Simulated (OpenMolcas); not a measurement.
# Mn4+: ligand-field states by method

Mn4+ with its 6 nearest fluoride ions at 1.84 Å, on the Ge site of Cs2GeF6 (a = 9.021 Å, distance in the model lattice 1.804 Å). The rest of the host is ab initio model potentials to 7.6 Å and point charges beyond; the distance is set by hand and nothing relaxes. Ligand basis ANO-RCC-VDZP.

```json
{"Program": "OpenMolcas", "Basis": "ANO-RCC-VTZP [6s5p3d2f1g]", "Scalar Hamiltonian": "DKH2, point nucleus", "Active space": "3 electrons in 5 orbitals (3d)", "State averaging": "2S+1 = 4 even, 10 roots; 2S+1 = 2 even, 40 roots", "Spin-orbit coupling": "state interaction with AMFI integrals over the reference wave functions"}
```

I. CASSCF
II. SS-CASPT2, IPEA 0.25 Eh, imaginary shift 0.1 Eh (closed shells correlated: 3s 3p and the ligand valence shells)

Spin-free states (labels of O, the rotations of Oh) in cm-1, each column counted from its own energy of the first state listed:

```csv
State,Degeneracy,I,II
4A2,1,0,0
4T2,3,20005,25670
2E,2,21168,13850
2T1,3,22269,14480
4T1,3,29834,33090
2T2,3,30875,22370
2A1,1,37040,34090
2T2,3,39146,37310
2T1,3,40798,38790
2E,2,43366,39480
2T1,3,46719,43220
4T1,3,46742,53690
2T2,3,55194,50790
2A2,1,58014,49920
2T1,3,59351,64240
2T2,3,62029,62760
2E,2,68429,64700
2T1,3,69853,69900
2T2,3,90233,86870
2E,2,90342,91860
```

From I to II, I's first state of the same spin (4T2) moves from 20005 to 25670 cm-1, by about +5700 cm-1.

From I to II, I's first state of another spin (2E) moves from 21168 to 13850 cm-1, by about -7300 cm-1.

χT at 300 K: I 1.83, II 1.84 cm3 K/mol.

Roots that are degenerate in the reference are averaged as groups; the widest CASPT2 spread within a group is 280 cm-1 (the 2-fold group of multiplicity 2 near 39500 cm-1 above the lowest state of its run, II). Shifts and gaps below about the spread of the groups concerned are not significant. Over all roots computed the reference weight is 0.68 to 0.70 in II; a low but even weight reflects the number of correlated electrons. The least metal-like active orbital is 80 % on the metal (Löwdin) and no ligand orbital is active, so the numbers are rough. Ligand-to-metal charge-transfer states are missing. With no ligand orbital active B as a rule stays too high, so bands that hang on it stand too high and its fall with covalency is understated. Without dynamic correlation the repulsion within the d shell is too large (B by tens of per cent), so at a given field states of lower spin stand too high (holds for I). With metal d orbitals alone and no dynamic correlation 10Dq can be off by a tenth to a fifth, either way, in oxide and fluoride hosts (holds for I). With one d shell and no ligand orbital active, 10Dq can be off by a tenth or more (holds for II). No measured value stands beside these numbers; the geometry was set by hand and not optimised.
